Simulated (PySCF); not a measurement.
C8H13NSi.
Bonds: C1–Si2, Si2–C3, Si2–C4, Si2–C5, C5–C6 (aromatic), C6–C7 (aromatic), C7–N8 (aromatic), N8–C9 (aromatic), C9–C10 (aromatic), C5–C10 (aromatic). Hydrogens: H11, H12, H13 on C1; H14, H15, H16 on C3; H17, H18, H19 on C4; H20 on C6; H21 on C7; H22 on C9; H23 on C10.

The same species was optimised twice, with GFN2-xTB and with PBE0-D3(BJ)/def2-SVP (PySCF), and the same property calculations (PySCF, gas phase) were run on both structures.

| coordinate | GFN2-xTB | PBE0-D3(BJ)/def2-SVP | change |
| --- | --- | --- | --- |
| Si2–C3 (Å) | 1.908 | 1.881 | -0.027 |
| C1–Si2 (Å) | 1.908 | 1.881 | -0.027 |
| Si2–C4 (Å) | 1.905 | 1.879 | -0.026 |
| C6–C7 (Å) | 1.386 | 1.395 | +0.009 |
| Si2–C5 (Å) | 1.904 | 1.895 | -0.009 |
| C9–C10 (Å) | 1.384 | 1.394 | +0.010 |
| C5–C10 (Å) | 1.393 | 1.402 | +0.009 |
| N8–C9 (Å) | 1.323 | 1.331 | +0.008 |
| C5–C6 (Å) | 1.392 | 1.400 | +0.008 |
| C7–N8 (Å) | 1.322 | 1.330 | +0.008 |
| C4–Si2–C5 (°) | 110.0 | 109.3 | -0.7 |
| C3–Si2–C5 (°) | 108.3 | 108.7 | +0.4 |
| C3–Si2–C4 (°) | 109.9 | 110.3 | +0.4 |
| Si2–C5–C10 (°) | 120.7 | 121.1 | +0.4 |
| C1–Si2–C4 (°) | 110.0 | 110.3 | +0.3 |
| C1–Si2–C3 (°) | 110.3 | 110.0 | -0.3 |
| C7–N8–C9 (°) | 117.5 | 117.3 | -0.2 |
| C6–C5–C10 (°) | 116.4 | 116.2 | -0.2 |
| C1–Si2–C5–C6 (°) | -120 | -112 | +8 |

Rotational constants: A = 2045, B = 714.7, C = 641.0 MHz (GFN2-xTB) against A = 2067, B = 717.8, C = 641.9 MHz (PBE0-D3(BJ)/def2-SVP). Point groups within 0.08 Å: Cs and C1. Atoms that the bonding makes alike are paired by their places after alignment.

On the GFN2-xTB structure: HOMO (eV) -7.19 [PBE0/pcSseg-1]; LUMO (eV) -0.91 [PBE0/pcSseg-1]; dipole (D) 2.72 [PBE0/pcSseg-1]; GIAO shielding of C1/C3/C4 (mean) (ppm) 188.0 [PBE0/pcSseg-1]; GIAO shielding of Si2 (ppm) 353.1 [PBE0/pcSseg-1]; GIAO shielding of C5 (ppm) 32.0 [PBE0/pcSseg-1]; GIAO shielding of C6/C10 (mean) (ppm) 54.2 [PBE0/pcSseg-1]; GIAO shielding of C7/C9 (mean) (ppm) 32.2 [PBE0/pcSseg-1]; GIAO shielding of N8 (ppm) -94.0 [PBE0/pcSseg-1].

Question: What do these properties become on the PBE0-D3(BJ)/def2-SVP structure?

Answer: 
```json
{"property": "HOMO (eV)", "level": "PBE0/pcSseg-1", "on GFN2-xTB": "-7.19", "on PBE0-D3(BJ)/def2-SVP": "-7.21", "change": "-0.02"}
{"property": "LUMO (eV)", "level": "PBE0/pcSseg-1", "on GFN2-xTB": "-0.91", "on PBE0-D3(BJ)/def2-SVP": "-0.95", "change": "-0.04"}
{"property": "dipole (D)", "level": "PBE0/pcSseg-1", "on GFN2-xTB": "2.72", "on PBE0-D3(BJ)/def2-SVP": "2.78", "change": "+0.06"}
{"property": "energy, GFN2-xTB geometry as zero (kcal/mol)", "level": "PBE0/pcSseg-1", "on GFN2-xTB": "0.0", "on PBE0-D3(BJ)/def2-SVP": "-1.1", "change": "-1.1"}
{"property": "GIAO shielding of C1/C3/C4 (mean) (ppm)", "level": "PBE0/pcSseg-1", "on GFN2-xTB": "188.0", "on PBE0-D3(BJ)/def2-SVP": "185.7", "change": "-2.3"}
{"property": "GIAO shielding of Si2 (ppm)", "level": "PBE0/pcSseg-1", "on GFN2-xTB": "353.1", "on PBE0-D3(BJ)/def2-SVP": "355.7", "change": "+2.6"}
{"property": "GIAO shielding of C5 (ppm)", "level": "PBE0/pcSseg-1", "on GFN2-xTB": "32.0", "on PBE0-D3(BJ)/def2-SVP": "30.5", "change": "-1.5"}
{"property": "GIAO shielding of C6/C10 (mean) (ppm)", "level": "PBE0/pcSseg-1", "on GFN2-xTB": "54.2", "on PBE0-D3(BJ)/def2-SVP": "51.2", "change": "-3.0"}
{"property": "GIAO shielding of C7/C9 (mean) (ppm)", "level": "PBE0/pcSseg-1", "on GFN2-xTB": "32.2", "on PBE0-D3(BJ)/def2-SVP": "29.5", "change": "-2.7"}
{"property": "GIAO shielding of N8 (ppm)", "level": "PBE0/pcSseg-1", "on GFN2-xTB": "-94.0", "on PBE0-D3(BJ)/def2-SVP": "-97.9", "change": "-3.9"}
```

The heavy atoms differ by 0.079 Å rms after alignment. Among bonds between heavy atoms C1–Si2, Si2–C3 and Si2–C4 change most and about equally (-0.027 to -0.026 Å). Changes are differences of the printed values. Neither structure is proved a minimum here.

The values belong to the conformer `[CH3:1][Si:2]([CH3:3])([CH3:4])[c:5]1[cH:6][cH:7][n:8][cH:9][cH:10]1`: C1–Si2–C5–C6 -112°.
